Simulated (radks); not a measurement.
Coulomb parameter of the 4d shell of the technetium ion Tc2+ in the model configuration [Kr] 4d4 5s1, as a second difference U = [E(n + 0.5) + E(n - 0.5) - 2 E(n)] / (0.5)^2 with all orbitals relaxed. "Bare": the charge of the atom changes with n. "Screened": the 5s shell takes up the change at fixed total charge, which measures U(4d,4d) + U(5s,5s) - 2 U(4d,5s). Method: Dirac Kohn-Sham, PBE, spin-unpolarised, spherical densities, finite nucleus; open shells are shared between the two j in proportion to 2j + 1; Fermi nuclear charge, rms radius 4.4112 fm; computed with a radial shooting solver on a logarithmic mesh with Libxc functionals.

| case | configuration | E - E(n) (eV) |
|---|---|---|
| start | [Kr] 4d4 5s1 | 0.000 |
| bare +0.5 | [Kr] 4d4.5 5s1 | -11.320 |
| bare -0.5 | [Kr] 4d3.5 5s1 | 14.412 |
| screened +0.5 | [Kr] 4d4.5 5s0.5 | -2.651 |
| screened -0.5 | [Kr] 4d3.5 5s1.5 | 3.077 |

U(bare) = 12.367 eV, U(screened by 5s) = 1.705 eV.
